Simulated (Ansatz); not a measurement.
Ansatz (a quantum-chemistry and plane-wave program) input (r2SCAN/cc-pVTZ):

Ansatz 0.2 input:
```yaml
crystal:
  periodic: [false, false, false]
  atoms:
    - {symbol: H, position_ang: [0.00000000, 0.00000000, 0.00000000]}
basis:
  gaussian:
    orbitals: cc-pVTZ
    final_grid: {core_spheres: 6, valence_spheres: 5, degree: 17}
hamiltonian:
  xc: {name: r2SCAN}
magnetization: {spin_polarized: true, initial_magnetization: 1}
scf: {lower_state_search: full}
```

Output:

```
Functional definition: r2SCAN
integrals: 0.00 GiB planned
60 factors; their error is unknown
mean field: 0.04 GiB planned
mean field evaluation 1: about -13.6037 eV, gradient 1.5e-1 eV
mean field evaluation 2: about -13.6038 eV, gradient 3.7e-3 eV
mean field evaluation 4: about -13.6037 eV, gradient 5.2e-4 eV
mean field evaluation 8: about -13.6036 eV, gradient 1.5e-1 eV
mean field evaluation 16: about -13.6037 eV, gradient 5.2e-4 eV
mean field -13.60373197 eV, -0.4999279290 hartree, gradient 2.7e-7 eV, S^2 0.750000; 2 other end points of the search recorded, 0 dependent functions left out
reference -13.60373642 eV, -0.4999280925 hartree; 1, 0 occupied and 13, 14 virtual orbitals, 60 factors
Total energy: -13.60373642 eV, -0.4999280925 hartree
```
